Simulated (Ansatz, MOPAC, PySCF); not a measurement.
Complex: SiH4 (SMILES [SiH4]) (first 5 atoms) with AsH3 (SMILES [AsH3]); geometry from B3LYP-D3(BJ)/def2-TZVP, rigid monomers moved along the line of their centres of mass till Si1···H9 is 3.80 Å.
(charge 0, multiplicity 1):
```xyz
9

Si     0.0047    -0.0823     0.1973
H      0.3140    -0.6296    -1.1431
H     -1.4219     0.3073     0.2561
H      0.8518     1.1025     0.4583
H      0.2739    -1.1135     1.2247
As     0.1212     0.5033     4.6729
H     -0.6170     1.0938     5.8706
H     -0.7139    -0.7714     4.7159
H     -0.8411     1.1616     3.6894
```

Counterpoise-corrected where a basis set is named; no monomer relaxation. Rows marked so take none.

Correlated levels freeze the cores. Filled d and f shells under p-block atoms count as core. CBS(a, b) extrapolates the correlation energy as X⁻³ and adds the Hartree–Fock energy of set b. Rows in 6-31G*, STO-3G carry no dispersion term and start afresh at each structure (6-31G* with six Cartesian d functions); the Pople sets are all-electron and without relativity. MP2/6-31G* freezes PySCF's default core, which leaves 3d correlated. The state reached by AM1, PM3 isn't checked.

The values were computed with Ansatz (Gaussian basis) for Hartree–Fock, density functionals and correlated methods; MOPAC for AM1, PM3 (differences of heats of formation); PySCF for 6-31G* rows, STO-3G rows, the dispersion terms. Each number belongs to the level named beside it.

Other levels give for the interaction energy: PBE/def2-TZVPPD -0.26; B3LYP/def2-TZVPPD 0.28; B3LYP-D3(BJ)/def2-TZVPPD -0.92; wB97M-V/def2-TZVPPD -0.66; CCSD(T)/CBS(def2-SVPD, def2-TZVPPD) -0.63 kcal/mol.

What do these common cheap choices give for the same quantity: AM1, PM3, HF/STO-3G (no counterpoise), BP86/6-31G* (no counterpoise), B3LYP/6-31G*, M06-2X/6-31G* (no counterpoise), MP2/6-31G*, MP2/6-31G* (no counterpoise)?

AM1 -0.04; PM3 0.73; HF/STO-3G (no counterpoise) 0.11; BP86/6-31G* (no counterpoise) 0.41; B3LYP/6-31G* 0.29; M06-2X/6-31G* (no counterpoise) -0.61; MP2/6-31G* -0.14; MP2/6-31G* (no counterpoise) -0.51 kcal/mol. They span -0.61 to 0.73 kcal/mol.

Ansatz is a quantum-chemistry and plane-wave program.
